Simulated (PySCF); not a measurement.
Spectra and structures to be paired. Level of theory: PySCF 2.14.0, density-fitted response routines, TDDFT CAM-B3LYP/def2-SVPD, vertical, gas phase, core orbitals frozen in the response. Geometries: PBE0-D3(BJ)/def2-SVP; one conformer of each isolated species. Triplets are in the Tamm–Dancoff approximation. Atoms past krypton carry core potentials; spin–orbit coupling is left out.

A. `[GeH2]([GeH2][CH]=C)[O][SiH3]`
B. `C=P/C=C\C`
C. `[NH2][GeH2][AsH2]`
D. `N#[C][Cd][C]#N`
E. `CB(C)[C@H]1COC1=O`

Lowest singlet levels (six at most, fewer where fewer were computed) with oscillator strengths:

1. 208 nm (f 0.008); 192 nm (f 0.005); 191 nm (f 0.001); 172 nm (f 0.007); 163 nm (f 0.008); 160 nm (f 0.048)
2. 280 nm (f 0.007); 252 nm (f 0.383); 193 nm (f 0.022); 185 nm (f 0.004); 184 nm (f 0.002); 184 nm (f 0.018); T1 2.56 eV
3. 194 nm (f 0.000); 189 nm (f 0.000); 189 nm (f 0.000 summed over 2 states); 183 nm (f 0.000 summed over 2 states); 174 nm (f 0.000 summed over 2 states); 164 nm (f 0.022 summed over 2 states); T1 5.50 eV
4. 203 nm (f 0.011); 192 nm (f 0.010); 179 nm (f 0.092); 177 nm (f 0.063); 175 nm (f 0.048); 173 nm (f 0.043); T1 4.26 eV
5. 205 nm (f 0.024); 196 nm (f 0.024); 192 nm (f 0.036); 187 nm (f 0.339); 181 nm (f 0.026); 174 nm (f 0.025); T1 5.23 eV

Problem. Match each spectrum to its molecule.

Solution. 1 = E, 2 = B, 3 = D, 4 = A, 5 = C.
- A: S1 at 6.12 eV, HOMO→LUMO (91%); Löwdin shares by element: HOMO germanium 44%, oxygen 21%, carbon 9% or more (atoms not listed hold the other 27%); LUMO germanium 41%, silicon 12%, oxygen 11% (atoms not listed hold the other 36%); HOMO -8.97 and LUMO 0.42 eV.
- B: S1 at 4.43 eV, HOMO-1→LUMO (99%); Löwdin shares by element: HOMO carbon 65% or more, phosphorus 20%; LUMO carbon 55% or more, phosphorus 33%; HOMO -7.99 and LUMO -0.59 eV; point group Cs.
- C: S1 at 6.04 eV, HOMO→LUMO (62%), HOMO-1→LUMO (17%), HOMO→LUMO+2 (9%); Löwdin shares by element: HOMO arsenic 46%, nitrogen 18%, germanium 17%, hydrogen 6% or more; LUMO germanium 40%, arsenic 22%, hydrogen 15% or more (atoms not listed hold the other 23%); HOMO -8.46 and LUMO 0.57 eV.
- D: S1 at 6.39 eV, HOMO-1/HOMO→LUMO/LUMO+1 (≥82%); for S1 the Löwdin share of cadmium is at most 3% in HOMO-1 and 64% in LUMO (ligand-to-metal charge transfer by this measure); HOMO -11.45 and LUMO -1.43 eV; point group D∞h, 8 of its 10 listed states under f = 0.0005.
- E: S1 at 5.95 eV, HOMO→LUMO (48%), HOMO→LUMO+2 (30%), HOMO→LUMO+5 (11%); Löwdin shares by element: HOMO oxygen 62%, carbon 24% or more; LUMO boron 36%, carbon 32% or more (atoms not listed hold the other 31%); HOMO -9.53 and LUMO 0.17 eV.
A and C have S1 within 0.09 eV of each other; their strongest listed levels stand at 6.93 eV (f 0.092) and 6.63 eV (f 0.339).
C and E have S1 within 0.09 eV of each other; their strongest listed levels stand at 6.63 eV (f 0.339) and 7.73 eV (f 0.048).

A slash joins orbitals within 0.01 eV of each other, whose weights are summed (≥ marks a lower bound).
